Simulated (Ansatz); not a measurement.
Relaxation of CH8OSSi2 (13 atoms, charge 0, multiplicity 1), to a largest force component of 0.02 eV/Å in at most 50 steps.

These are results of Ansatz 0.2.0, RKS BHLYP-D4/def2-SVP, not measurements.

```xyz
13
Properties=species:S:1:pos:R:3
C -0.655 1.088 1.926
O -0.289 0.021 1.132
Si 0.042 0.273 -0.490
Si -0.048 -1.682 -1.691
S 2.083 1.026 -0.574
H -1.632 1.581 1.524
H 0.104 1.902 1.976
H -0.861 0.793 2.924
H -0.833 1.330 -0.974
H 0.188 -1.460 -3.103
H 0.810 -2.728 -1.157
H -1.487 -2.229 -1.583
H 2.599 0.051 0.105
```

Q: Where does it end, and by what steps?

A: It converged. After 9 steps the energy has fallen by 0.351 eV; H7 moved furthest, 0.43 Å.

```tsv
step	energy less start (eV)	largest force component (eV/Å)	accepted
0	0.0000	2.261	yes
1	-0.2168	1.063	yes
2	-0.2886	0.719	yes
3	-0.2892	2.025	yes
4	-0.3392	0.269	yes
5	-0.3455	0.087	yes
6	-0.3500	0.031	yes
7	-0.3510	0.021	yes
8	-0.3509	0.073	no
9	-0.3512	0.014	yes
```

```xyz
13
Properties=species:S:1:pos:R:3
C -0.677 1.082 1.970
O -0.576 0.112 0.966
Si -0.018 0.358 -0.567
Si -0.086 -1.719 -1.624
S 1.984 1.148 -0.583
H -1.399 1.863 1.701
H 0.290 1.560 2.164
H -1.019 0.601 2.888
H -0.793 1.422 -1.250
H 0.283 -1.558 -3.050
H 0.900 -2.615 -0.972
H -1.434 -2.331 -1.537
H 2.565 0.042 -0.091
```

The run took 32 s on 2 threads of Intel(R) Xeon(R) Platinum 8488C (Sapphire Rapids), with other jobs on the host, peak memory 0.32 GiB.
